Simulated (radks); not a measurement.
Isoelectronic series with 7 electrons, all held in the configuration [He] 2s2 2p3, which need not be the ground one along the series. Method: Dirac Kohn-Sham, PBE, spin-unpolarised, spherical densities, finite nucleus; open shells fill j = l - 1/2 first; Fermi nuclear charge, rms radius of each element as measured or else 0.836 A^(1/3) + 0.57 fm; computed with a radial shooting solver on a logarithmic mesh with Libxc functionals. Total energies (hartree) and mean radii <r> (bohr):

| ion | E (hartree) | 2p3/2 | 2p1/2 | 2s1/2 | 1s1/2 |
|---|---|---|---|---|---|
| V16+ | -768.99591 | 0.2523 | 0.2500 | 0.2891 | 0.06622 |
| Cr17+ | -841.99315 | 0.2401 | 0.2377 | 0.2754 | 0.06334 |
| Mn18+ | -918.38615 | 0.2290 | 0.2265 | 0.2630 | 0.06070 |
| Fe19+ | -998.18839 | 0.2189 | 0.2163 | 0.2515 | 0.05827 |
| Co20+ | -1081.41385 | 0.2096 | 0.2069 | 0.2411 | 0.05601 |
| Ni21+ | -1168.07749 | 0.2011 | 0.1983 | 0.2314 | 0.05392 |
| Cu22+ | -1258.19421 | 0.1932 | 0.1903 | 0.2224 | 0.05197 |
| Zn23+ | -1351.78070 | 0.1859 | 0.1830 | 0.2141 | 0.05016 |
| Ga24+ | -1448.85353 | 0.1792 | 0.1761 | 0.2064 | 0.04846 |
| Ge25+ | -1549.43033 | 0.1729 | 0.1698 | 0.1991 | 0.04686 |
| As26+ | -1653.52987 | 0.1671 | 0.1638 | 0.1924 | 0.04536 |
| Se27+ | -1761.17084 | 0.1616 | 0.1582 | 0.1860 | 0.04395 |
| Br28+ | -1872.37347 | 0.1565 | 0.1530 | 0.1801 | 0.04262 |
| Kr29+ | -1987.15832 | 0.1516 | 0.1481 | 0.1745 | 0.04137 |
| Rb30+ | -2105.54710 | 0.1471 | 0.1435 | 0.1692 | 0.04018 |
| Sr31+ | -2227.56204 | 0.1428 | 0.1391 | 0.1642 | 0.03905 |
| Zr33+ | -2482.56454 | 0.1350 | 0.1311 | 0.1550 | 0.03696 |
| Nb34+ | -2615.60073 | 0.1313 | 0.1273 | 0.1507 | 0.03599 |
| Mo35+ | -2752.36078 | 0.1279 | 0.1238 | 0.1466 | 0.03507 |
| Tc36+ | -2892.87454 | 0.1246 | 0.1205 | 0.1428 | 0.03419 |
